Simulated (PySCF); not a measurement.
Species: CH₇AsSi.
Z-matrix (Å and degrees, PBE0-D3(BJ)/def2-SVP geometry), rows numbered from 1:
```
C 
Si  1  1.8803
As  2  2.3751  1  108.96
H   1  1.1010  2  110.81  3  -179.62
H   1  1.1006  2  110.63  3    60.34
H   1  1.1008  2  110.87  3   -59.66
H   2  1.4961  1  110.56  3   123.04
H   2  1.4965  1  110.46  3  -117.32
H   3  1.5260  2   92.07  1    75.73
H   3  1.5250  2   92.52  1   168.12
```

Method: PBE0-D3(BJ)/def2-SVP geometry optimisation, gas phase in PySCF 2.14.0.

Take the most abundant isotopes and a rigid rotor. The values belong to one conformer with, in the numbering `[CH3:1][SiH2:2][AsH2:3]`, C1–Si2–As3–H 76° and 168°.

(1) Give the principal moments of inertia and the rotational constants in MHz.

(2) Classify the top.

(3) What does the inertial defect say?

(4) Give the other two planar moments, Paa and Pbb, and the rms extents of the mass along the axes.

(5) List the rotational levels J(Ka,Kc) to J = 5 (MHz).

(6) Which types of transition are allowed, and where do some lines up to J = 5 fall?

Results:

(1) Ia = 38.97, Ib = 224.18, Ic = 249.53 u·Å²; 505379 MHz·u·Å²/I gives A = 12970, B = 2254, C = 2025 MHz.

(2) A near-prolate asymmetric top; Ray's κ = -0.958.

(3) Not planar: Δ = Ic − Ia − Ib = -13.62 u·Å². For a rigid frame Δ = −2 Σ m c², so Σ m c² = 6.81 u·Å² lies off the ab plane: 6.77 from hydrogen and 0.04 from heavier atoms. The atom farthest from that plane is 1.45 Å away.

(4) Paa = Σ m a² = (Ib + Ic − Ia)/2 = 217.37 and Pbb = Σ m b² = (Ia + Ic − Ib)/2 = 32.15 u·Å². With the mass M = 121.95 u, the rms extents √(P/M) along a, b and c are 1.34, 0.51, 0.24 Å.

(5) Above 0(0,0):
J = 1: 1(0,1) 4280, 1(1,1) 14995, 1(1,0) 15224
J = 2: 2(0,2) 12835, 2(1,2) 23326, 2(1,1) 24013, 2(2,1) 56160, 2(2,0) 56163
J = 3: 3(0,3) 25660, 3(1,3) 35819, 3(1,2) 37193, 3(2,2) 68999, 3(2,1) 69017, 3(3,1) 123152, 3(3,0) 123152
J = 4: 4(0,4) 42742, 4(1,4) 52473, 4(1,3) 54762, 4(2,3) 86115, 4(2,2) 86169, 4(3,2) 140278, 4(3,1) 140278, 4(4,1) 216082, 4(4,0) 216082
J = 5: 5(0,5) 64068, 5(1,5) 73283, 5(1,4) 76717, 5(2,4) 107505, 5(2,3) 107632, 5(3,3) 161688, 5(3,2) 161689, 5(4,2) 237489, 5(4,1) 237489, 5(5,1) 334952, 5(5,0) 334952
The levels of one J sum to (2J + 1)J(J + 1)(A + B + C)/3.

(6) The dipole components are |μa| = 0.86 D, |μb| = 0.24 D, |μc| = 0.37 D. Intensities carry the squares of the components, which stand as 1.00 : 0.08 : 0.18 (a : b : c). Some lines, for components of 0.1 D or more:

| type | branch | J(Ka,Kc) | MHz | lower level (cm⁻¹) |
| --- | --- | --- | --- | --- |
| a | Q | 4(1,3) ← 4(1,4) | 2289 | 1.750 |
| a | Q | 5(1,4) ← 5(1,5) | 3433 | 2.444 |
| a | R | 2(1,2) ← 1(1,1) | 8330 | 0.500 |
| c | Q | 5(1,5) ← 5(0,5) | 9215 | 2.137 |
| b | Q | 2(1,1) ← 2(0,2) | 11177 | 0.428 |
| a | R | 3(1,3) ← 2(1,2) | 12493 | 0.778 |
| b | Q | 5(1,4) ← 5(0,5) | 12648 | 2.137 |
| c | R | 1(1,0) ← 0(0,0) | 15224 | 0.000 |
| b | R | 2(1,2) ← 1(0,1) | 19046 | 0.143 |
| a | R | 5(4,2) ← 4(4,1) | 21406 | 7.208 |
| a | R | 5(1,4) ← 4(1,3) | 21954 | 1.827 |
| b | R | 3(1,3) ← 2(0,2) | 22984 | 0.428 |
| c | R | 4(1,3) ← 3(0,3) | 29102 | 0.856 |
| c | Q | 5(2,4) ← 5(1,4) | 30788 | 2.559 |
| b | Q | 5(2,3) ← 5(1,4) | 30915 | 2.559 |
| c | R | 2(2,0) ← 1(1,0) | 40939 | 0.508 |
| b | R | 3(2,2) ← 2(1,1) | 44986 | 0.801 |
| b | R | 3(2,1) ← 2(1,2) | 45691 | 0.778 |
| c | R | 4(2,2) ← 3(1,2) | 48976 | 1.241 |
| c | R | 3(3,1) ← 2(2,1) | 66992 | 1.873 |
| b | R | 5(3,2) ← 4(2,3) | 75574 | 2.872 |

PBE0-D3(BJ)/def2-SVP frequencies: not computed here. Constants of a rigid frame at the computed geometry: no zero-point averaging, no centrifugal distortion. A rigid rotor knows nothing of internal rotation, which can split or shift real lines. Quadrupole hyperfine structure (75As) is left out.

On one thread of an AMD EPYC 7571, shared host with 96 logical CPUs at a one-minute load of 84, this took 35 s and 0.42 GiB of memory at its peak. This is the geometry optimisation.
